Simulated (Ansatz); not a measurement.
Breaking the Si3–H4 bond in H4PbSi (SMILES [SiH3][PbH]) (multiplicity 1 held, fragments rigid). Energies count from the point at 1.489 Å.
Geometry at that point (charge 0, multiplicity 1):
```xyz
6

Pb     0.0126     0.3548     0.3307
H     -0.4305     1.4750    -1.0801
Si    -0.0332    -1.7270    -1.4655
H      0.9531    -1.4987    -2.5576
H     -1.3757    -1.8428    -2.0994
H      0.2809    -3.0511    -0.8638
```

Signs of static correlation in def2-SVP, with CASSCF(2,2), from Ansatz (a program for electronic structure) runs.

```tsv
R (Å)	T1 of restricted CCSD	⟨S²⟩ of UHF	largest double amplitude of restricted CCSD	weight of the CASSCF reference in MRCISD	CASSCF natural occupations
1.191	0.014	0.000	0.069	0.897	1.99 0.01
1.340	0.014	0.000	0.070	0.897	1.99 0.01
1.489	0.014	0.000	0.069	0.897	1.98 0.02
1.638	0.014	0.000	0.069	0.897	1.97 0.03
1.787	0.015	0.000	0.068	0.897	1.96 0.04
2.010	0.016	0.000	0.067	0.897	1.93 0.07
2.234	0.020	…	0.071	0.896	1.89 0.11
2.606	0.031	0.813	0.124	0.895	1.78 0.22
2.978	0.047	0.993	0.211	0.894	1.61 0.39
3.425	0.068	1.069	0.440	0.892	1.40 0.60
4.021	0.089	1.097	…	0.892	1.19 0.81
4.765	0.100	1.104	0.895	0.892	1.07 0.93
```

Question: What belongs in the gaps?

Answer: 
- 2.234, ⟨S²⟩ of UHF: 0.311
- 4.021, largest double amplitude of restricted CCSD: 0.714

Doubts at one or more of the structures used: a restricted determinant that unrestricted orbitals would lower (R-CCSD(T)/def2-SVP); T1 above 0.05 (R-CCSD(T)/def2-SVP, U-CCSD(T)/def2-SVP); other coupled-cluster roots lie near (R-CCSD(T)/def2-SVP); a spin-contaminated determinant (U-CCSD(T)/def2-SVP).
